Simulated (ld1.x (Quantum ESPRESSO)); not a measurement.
**Co: excitation energies, all-electron against RRKJ**

```
Element                 : cobalt (Co)
Generator               : ld1.x (Quantum ESPRESSO) 7.5
Type                    : norm-conserving RRKJ (Kleinman–Bylander form)
Functional              : PBE
Relativity              : fully relativistic
Frozen core             : [Ne] 3s2
Valence charge          : 15
Reference configuration : 3p6 3d7 4s2 4p0
Partial waves           : 3p (bound): rc 0.90 bohr; 3d (bound): rc 0.95 bohr; 4s (bound): rc 2.15 bohr
Local potential         : the s channel
Core correction         : none
rho0                    : 0.01
```

Open shells are filled in proportion to 2j + 1 (rel_dist='average').

Energies are relative to the spin-unpolarised reference configuration 3p6 3d7 4s2 4p0; without spin polarisation the order of configurations can differ from experiment.

```
valence configuration  charge  ΔE all-electron (eV)  error AE − PS (meV)
      3p6 3d7 4s1 4p0      +1                 9.030                 -5.1
      3p6 3d7 4s0 4p0      +2                25.816                  -30
      3p6 3d6 4s0 4p0      +3                61.685                 -202
    3p6 3d7 4s1.5 4p0    +0.5                 3.602                 -1.0
      3p6 3d5 4s0 4p0      +4               117.036                -1106
      3p6 3d7 4s0 4p2       0                 8.977                -1568
      3p6 3d8 4s0 4p0      +1                 6.471                 -320
```

These tests converged, but a pseudo level misses the all-electron one widely, so the file describes the atom poorly there or has found another state: 3p6 3d6 4s0 4p0: empty 4p by 3.1 eV; 3p6 3d5 4s0 4p0: empty 4p by 4.8 eV (a node warning on the way). ld1.x printed “convergence not achieved” for 2 of the counted tests; their residual had stalled under 1e-8, short of the target of 1e-14.
